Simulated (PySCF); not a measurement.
Compound: C9H7ClN2.
SMILES with atom numbers: `[Cl:1][c:2]1[cH:3][cH:4][c:5](-[n:6]2[cH:7][cH:8][cH:9][n:10]2)[cH:11][cH:12]1`

Structure used (GFN2-xTB), in Å, numbered top down from 1:
```
atom  x, y, z in Å
Cl1   -4.7044    0.0131    0.5770
C2    -2.9893   -0.0015    0.3672
C3    -2.2188   -0.9266    1.0562
C4    -0.8500   -0.9324    0.8859
C5    -0.2401   -0.0170    0.0292
N6     1.1472   -0.0586   -0.1118
C7     1.9485    0.7257   -0.8783
C8     3.2362    0.3008   -0.6804
C9     3.1201   -0.7605    0.2343
N10    1.8656   -0.9620    0.5646
C11   -1.0244    0.9059   -0.6578
C12   -2.3961    0.9131   -0.4882
H13   -2.6889   -1.6353    1.7192
H14   -0.2262   -1.6388    1.4085
H15    1.5694    1.5113   -1.4976
H16    4.1298    0.6895   -1.1236
H17    3.8963   -1.3699    0.6528
H18   -0.5803    1.6249   -1.3268
H19   -3.0044    1.6276   -1.0200
```

NICS = −σ at a ghost point: NICS(0) at the centroid of the ring atoms, NICS(1) 1 Å to either side along the normal of their mean plane, zz for the tensor component along that normal. Level: GIAO PBE0/pcSseg-1 (PySCF, non-relativistic, gas phase) on the GFN2-xTB geometry, one conformer.

Ring bond lengths (Å), with Mayer bond orders in brackets: C2–C3 1.387 (1.34), C3–C4 1.379 (1.45), C4–C5 1.394 (1.42), C5–C11 1.392 (1.36), C11–C12 1.382 (1.46), C12–C2 1.386 (1.36); N6–C7 1.358 (1.13), C7–C8 1.370 (1.47), C8–C9 1.406 (1.30), C9–N10 1.313 (1.54), N10–N6 1.338 (1.20).

**Question.** What do the NICS probes read (ppm)?

**Answer.** 
```csv
ring,type,NICS(0),"NICS(1), two faces","NICS(1)zz, two faces",rms pucker (Å),"centre to ring atoms, mean (Å)"
C2–C3–C4–C5–C11–C12,6-membered carbocycle; formal bonds all aromatic,-8.6,-10.1 / -10.1,-23.8 / -23.8,0.00,1.39
N6–C7–C8–C9–N10,5-membered ring with 2 N; formal bonds all aromatic,-10.9,-10.6 / -10.6,-26.5 / -26.5,0.00,1.15
```

**Question.** What can be read from them?

**Answer.** 
- C2–C3–C4–C5–C11–C12: mean NICS(1)zz -23.8 ppm, shielded. For a flat ring without four-coordinate atoms the NICS criterion counts such a value as aromatic.
- N6–C7–C8–C9–N10: mean NICS(1)zz -26.5 ppm, shielded. For a flat ring without four-coordinate atoms the NICS criterion counts such a value as aromatic.

**Question.** And the bond-length index? HOMA takes Krygowski's 1993 parameters.

**Answer.** 
- C2–C3–C4–C5–C11–C12: HOMA 0.99 = 1 − EN − GEO, with mean bond length 1.387 Å, EN = α(Ropt − mean)² = 0.000 and GEO = α × variance = 0.007. The geometric and the magnetic index point the same way.
- N6–C7–C8–C9–N10: HOMA 0.93; the largest term is that of N10–N6, α(R − Ropt)² = 0.11. The geometric and the magnetic index point the same way.

**Question.** Give the inner angles of the rings and the Hirshfeld charges of the ring atoms.

**Answer.** 
- C2–C3–C4–C5–C11–C12: C2 120.6° (+0.011 e), C3 119.5° (-0.052 e), C4 120.5° (-0.050 e), C5 119.5° (+0.048 e), C11 120.1° (-0.056 e), C12 119.8° (-0.056 e); sum 720.0° against 720° for a flat convex ring.
- N6–C7–C8–C9–N10: N6 111.0° (+0.048 e), C7 107.1° (-0.018 e), C8 104.5° (-0.094 e), C9 111.0° (-0.020 e), N10 106.4° (-0.124 e); sum 540.0° against 540° for a flat convex ring.

**Question.** How shielded are the nuclei of the rings and their hydrogens (means over atoms taken as equivalent)?

**Answer.** 
```csv
atoms,environment,σ isotropic (ppm)
C2,aromatic C–Cl carbon,44.5
C3 (×2),aromatic CH carbon,51.4
C4 (×2),aromatic CH carbon,64.2
C5,aromatic carbon bearing nitrogen,44.4
N6,pyrrole-type nitrogen,22.2
C7,aromatic CH next to a ring nitrogen,58.5
C8,aromatic CH carbon,72.4
C9,aromatic CH next to a ring nitrogen,42.0
N10,pyridine-type nitrogen,-67.5
H13 (×2),aromatic hydrogen,24.05
H14 (×2),aromatic hydrogen,23.45
H15,aromatic hydrogen,23.63
H16,aromatic hydrogen,25.07
H17,aromatic hydrogen,23.92
```

The list is cut; further classes of hydrogen are left out.
